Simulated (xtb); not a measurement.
F5Si, SMILES F[Si-](F)(F)(F)F, charge -1. All values are semi-empirical tight-binding results from xtb (GFN2-xTB unless named), good for trends rather than for accurate numbers. Geometry: GFN2-xTB.

A frequency run showed that this geometry is not a minimum.

Computed properties:
```json
{
  "point_group_as_xtb_finds_it": "C4v",
  "orbital_gap": "9.19 eV",
  "static polarisability (D4 model)": "39.9 bohr³",
  "solvation energy, GFN2-xTB/ALPB(water)": "-56.1 kcal/mol",
  "solvation energy, GFN2-xTB/ALPB(thf)": "-47.7 kcal/mol"
}
```
